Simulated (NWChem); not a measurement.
System: FeO, quintet; SMILES [Fe]=[O]

The following NWChem deck was run.

```
start job
memory heap 200 mb stack 900 mb global 1100 mb
geometry units angstroms noautoz
  Fe     0.000000     0.000000    -0.375325
  O      0.000000     0.000000     1.222988
end
basis spherical
  Fe library def2-tzvp
  O library def2-tzvp
end
dft
  odft
  mult 5
  xc pw6b95
  iterations 150
  mulliken
end
task dft energy
```

Geometry: optimised at PBE0-D3(BJ)/def2-TZVP, spin-unrestricted. No stability test was run on the SCF state.

Q: Predict the main results of this run. (PW6B95/def2-TZVP, spin-unrestricted.) Quantities: energy (Ha); highest occupied level (eV); lowest empty minus highest occupied level, either spin (eV); dipole (D); <S²>.

A: 
- energy (Ha) = -1339.69
- highest occupied level (eV) = -6.74
- lowest empty minus highest occupied level, either spin (eV) = 3.86
- dipole (D) = 5.35
- <S²> = 6.05
